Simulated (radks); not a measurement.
Dipole-allowed excitations along the series with 3 electrons in [He] 2s1. Calculated with a radial shooting solver on a logarithmic mesh with Libxc functionals: scalar-relativistic Kohn-Sham, LB94 model potential, spin-polarised, spherical densities, finite nucleus; open shells are filled with parallel spins first; Fermi nuclear charge, rms radius of each element as measured or else 0.836 A^(1/3) + 0.57 fm. Time-dependent linear response with the Hartree and adiabatic LDA kernel, continuum included through the Sternheimer equations, no spin-orbit coupling, so fine structure and intercombination lines are absent. Lines are the poles of the dipole polarisability below minus the highest occupied eigenvalue, found on a grid refined at the orbital gaps; the lowest seven at most are given, and weak or close lines can be missed. The first line takes the name of the lowest orbital gap if no other gap lies below it; otherwise a line is named after a gap within 0.6 % of it, if that gap stands alone.

species,-e(HOMO) (eV),lowest orbital gap (eV),first line (eV),f,strongest line (eV),its f,static alpha (bohr^3)
Ca17+,1154.7,2s-2p 35.621,38.256 (2s-2p),0.0686,656.77 (2s-3p),0.379,0.03566
Sc18+,1284.9,2s-2p 38.333,41.120 (2s-2p),0.0664,730.31 (2s-3p),0.381,0.02984
Ti19+,1422.0,2s-2p 41.206,44.147 (2s-2p),0.0645,807.87 (2s-3p),0.382,0.02514
V20+,1566.3,2s-2p 44.255,47.354 (2s-2p),0.0629,889.49 (2s-3p),0.383,0.02130
Cr21+,1717.8,2s-2p 47.500,50.754 (2s-2p),0.0616,975.17 (2s-3p),0.384,0.01814
Mn22+,1876.4,2s-2p 50.958,54.378 (2s-2p),0.0605,1065.0 (2s-3p),0.385,0.01552
